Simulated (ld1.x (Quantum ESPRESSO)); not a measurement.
**Configuration tests for boron (B) (RRKJ)**

B, norm-conserving RRKJ (Kleinman–Bylander form), made with ld1.x (Quantum ESPRESSO) 7.5 (PBE, non-relativistic). Core [He], reference 2s2 2p0.75 (charge +0.25). Waves: 2s (bound): rc 1.50 bohr; 3d channel at 0.15 Ry: rc 2.80 bohr; 2p (bound): rc 3.05 bohr. Local part: the p channel. Core correction: a·sin(br)/r model core inside 0.85 bohr.

Energies are relative to the spin-unpolarised reference configuration 2s2 2p0.75; without spin polarisation the order of configurations can differ from experiment.

```csv
valence configuration,charge,ΔE all-electron (eV),error AE − PS (meV)
2s2 2p1,0,-1.164,+0.9
2s2 2p0,+1,7.058,+55
2s1 2p2,0,4.681,-3.4
2s0 2p3,0,10.544,-41
2s2 2p1.3,-0.3,-1.903,+0.9
2s2 2p0.5,+0.5,1.725,+3.0
```

What are ΔE and the potential's error for 2s1 2p0?

ΔE = 32.473 eV all-electron; the error (AE − PS) is +243 meV.
